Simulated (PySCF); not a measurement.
CH4O3, SMILES OC(O)O.

Geometry optimised at r2SCAN-D4/def2-SVP. The values are those of a single conformer.

Method: PySCF with PBE/def2-TZVPD.

Estimate the frontier levels, gap, dipole moment and polarisability. (The exact figures need the calculation; the answer reports its results.)


```json
{
  "highest_occupied_level": "-6.86 eV",
  "lowest_empty_level": "-0.70 eV",
  "orbital_gap": "6.17 eV",
  "dipole_moment": "1.38 D",
  "quadrupole, principal values (traceless, Buckingham form, about the centre of nuclear charge)": "-10.36, 2.95, 7.41 D·Å",
  "mean_static_polarisability": "33.1 bohr³ (4.90 Å³)",
  "polarisability_principal_values": "31.2, 32.9, 35.3 bohr³"
}
```
